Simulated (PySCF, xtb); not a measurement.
Internal rotation in CH7BrSi2, SMILES [SiH3][SiH2]CBr. Scanned: dihedral Si1–Si2–C3–Br4; all other coordinates were relaxed at B3LYP-D3(BJ)/def2-SVP. Points at φ and −φ are mirror images. Heavy atoms are numbered in the order of the SMILES [SiH3][SiH2]CBr, hydrogens after them in the order of the atoms that carry them; the mirror image has the same energies with the sign of each dihedral reversed.

Methods: RKS-B3LYP/6-31G* = restricted B3LYP/6-31G*, spherical d, density fitting // B3LYP-D3(BJ)/def2-SVP (PySCF); GFN1-xTB // B3LYP-D3(BJ)/def2-SVP (xtb); RMP2/6-31G* = PySCF with restricted MP2 (frozen core)/6-31G*, spherical d // B3LYP-D3(BJ)/def2-SVP.

Energies in kcal/mol, each method relative to its own lowest point.

| φ / ° | RKS-B3LYP/6-31G* | GFN1-xTB | RMP2/6-31G* |
|---|---|---|---|
| -150 | 1.1 | 2.4 | 1.5 |
| -120 | 2.3 | 3.4 | 2.8 |
| -90 | 1.2 | 1.9 | 1.4 |
| -60 | 0.3 | 0.1 | 0.0 |
| -30 | 1.2 | 0.0 | 1.1 |
| 0 | 2.2 | 0.7 | 2.2 |
| 30 | 1.2 | 0.0 | 1.1 |
| 60 | 0.3 | 0.1 | 0.0 |
| 90 | 1.2 | 1.9 | 1.4 |
| 120 | 2.3 | 3.4 | 2.8 |
| 150 | 1.1 | 2.4 | 1.5 |
| 180 | 0.0 | 1.3 | 0.3 |
